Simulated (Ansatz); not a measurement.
`[OH][AlH][SH]` + CH₃SH → `C[S][AlH][OH]` + H₂S  (ligand exchange at the Al–S bond)

Program: Ansatz. Geometries: PBE0-D4/def2-TZVP. ΔE: electronic, gas phase. CCSD(T)/CBS adds triple-zeta CCSD(T) − MP2 to the extrapolated MP2 energy (def2 sets, frozen cores). This one scheme is used for every species. Functionals use def2-TZVPP. B3LYP here is the variant with VWN-RPA as its local correlation; programs differ in this. Each species was taken in one conformer, which may not be the lowest.

`[OH][AlH][SH]`:

```xyz
6

O    -0.048   -0.028    1.511
Al   -0.619   -0.372   -0.041
S     0.441    0.263   -1.844
H     0.749    0.452    1.724
H    -1.958   -1.179   -0.182
H     1.435    0.864   -1.168
```

CH₃SH:

Cartesian coordinates in Å:
```
C 0.017 0.348 0.347
S 0.333 -1.288 -0.352
H 0.505 1.131 -0.232
H 0.447 0.338 1.349
H -1.050 0.548 0.429
H -0.251 -1.076 -1.541
```

`C[S][AlH][OH]`:

Z-matrix (Å, degrees):
```
C
S 1 1.823
H 1 1.090 2 111.8
H 1 1.089 2 108.8 3 120.5
H 1 1.089 2 108.7 3 -120.4
Al 2 2.172 1 100.3 3 -0.7
O 6 1.690 2 120.9 1 180.0
H 6 1.575 2 120.1 1 -0.1
H 7 0.955 6 125.0 2 -0.1
```

H₂S:

```xyz
3

S    -0.394   -0.431    0.207
H     0.879   -0.120    0.495
H    -0.485    0.551   -0.702
```

Q: Is it downhill or uphill in electronic energy at CCSD(T)/CBS, and by how much? (Estimate.)

A: The calculation gave: Uphill: ΔE = +5.1 kJ/mol.

Q: What do these levels give: B3LYP-D4, PBE-QIDH, BLYP, CAM-B3LYP, HF/def2-QZVPP, HF/CBS(def2)? (An estimate is asked.)

A: Computed: B3LYP-D4 5.3, PBE-QIDH 6.5, BLYP 8.0, CAM-B3LYP 8.2, HF/def2-QZVPP 11.2, HF/CBS(def2) 11.2 kJ/mol.

Largest T1 diagnostic among the species: 0.012.

Leaving LDA and LC-ωPBE aside and taking each functional with its dispersion term where it has one, the values, not all of them listed here, spread over 3.1 kJ/mol, from revPBE-D4 to B2PLYP. In def2-TZVPP, CCSD(T) changes the Hartree–Fock value by −5.4 kJ/mol (the triples alone add −1.2 kJ/mol) and MP2 by −5.7 kJ/mol.
